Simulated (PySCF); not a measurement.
## Continuum solvent and chemical shifts

Geometry:
| atom | x (Å) | y (Å) | z (Å) |
| --- | --- | --- | --- |
| C1 | 2.808 | 0.601 | 0.074 |
| C2 | 1.972 | -0.651 | -0.192 |
| Si3 | 0.272 | -0.578 | 0.571 |
| O4 | -0.670 | -1.909 | 0.175 |
| Si5 | -2.230 | -1.595 | -0.363 |
| C6 | -2.300 | 0.284 | -0.093 |
| C7 | -0.841 | 0.790 | -0.210 |
| C8 | -0.618 | 2.107 | 0.350 |
| N9 | -0.415 | 3.142 | 0.831 |
| H10 | 2.949 | 0.774 | 1.152 |
| H11 | 3.808 | 0.520 | -0.378 |
| H12 | 2.336 | 1.508 | -0.336 |
| H13 | 1.846 | -0.823 | -1.276 |
| H14 | 2.479 | -1.551 | 0.197 |
| H15 | 0.334 | -0.400 | 2.051 |
| H16 | -3.236 | -2.339 | 0.445 |
| H17 | -2.361 | -1.980 | -1.799 |
| H18 | -2.676 | 0.470 | 0.927 |
| H19 | -2.975 | 0.816 | -0.782 |
| H20 | -0.547 | 0.826 | -1.275 |

GIAO PBE0/pcSseg-1 in PySCF 2.14.0 with density-fitted response routines on one PBE0-D3(BJ)/def2-SVP conformer, non-relativistic, equivalent nuclei averaged. Solvents enter as an IEF-PCM continuum (tetrahydrofuran with ε = 7.4, dimethylsulfoxide with ε = 46.8) around the gas-phase geometry. Shifts are referred to TMS computed in the same medium.

Gas phase, δ in ppm: C8 125.6, C6 14.7, C7 12.5, C2 10.1, C1 6.1, Si3 19.2, Si5 0.7, H16 5.14, H17 4.95, H15 4.87, H20 1.47, H19 1.39, H18 1.29, H14 1.14. Dipole moment 3.33 D.

Question: How does each δ change in the continuum?

Answer: 
```tsv
atoms	environment	Δδ, tetrahydrofuran	Δδ, dimethylsulfoxide
C8	nitrile carbon	+6.4	+7.8
C6	sp3 CH2 bonded to Si	0.0	0.0
C7	sp3 CH bonded to Si, α to a nitrile	+0.1	+0.1
C2	sp3 CH2 bonded to Si	+0.4	+0.4
C1	methyl carbon	+0.4	+0.5
Si3	silicon bonded to 2 C, O, H, in a 5-membered ring	+1.4	+1.7
Si5	silicon bonded to C, O, 2 H, in a 5-membered ring	+1.6	+2.0
H16	hydrogen on a silicon bonded to C, O, in a 5-membered ring	-0.02	-0.03
H17	hydrogen on a silicon bonded to C, O, in a 5-membered ring	-0.01	-0.02
H15	hydrogen on a silicon bonded to 2 C, O, in a 5-membered ring	-0.03	-0.05
H20	hydrogen on an sp3 CH bonded to Si, α to a nitrile	+0.47	+0.60
H19	hydrogen on an sp3 CH2 bonded to Si	+0.21	+0.26
H18	hydrogen on an sp3 CH2 bonded to Si	+0.17	+0.20
H14	hydrogen on an sp3 CH2 bonded to Si	+0.08	+0.08
```

Changes are relative to the gas phase. The dipole moment becomes 4.19 D in tetrahydrofuran, 4.39 D in dimethylsulfoxide.

Question: Which nuclei move most (in ppm), and what does the model miss?

Answer: C8 (nitrile carbon, +7.8 ppm) in dimethylsulfoxide. A continuum only polarises the solute; specific hydrogen bonds, the anisotropy of aromatic solvents and changes of geometry or conformer are outside it.
